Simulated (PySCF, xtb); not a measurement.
C2H, SMILES [C-]#C, charge -1.

GFN2-xTB (xtb) at its own geometry gives an orbital gap of 6.44 eV.

The structure is a stationary point at PBE-D3(BJ)/def2-TZVPD.

Problem. What does PBE/def2-TZVPD run with PySCF give? (Estimate from the structure and the level; the computed values follow.)

Solution. gap 3.86 eV (levels 0.55 and 4.40 eV).
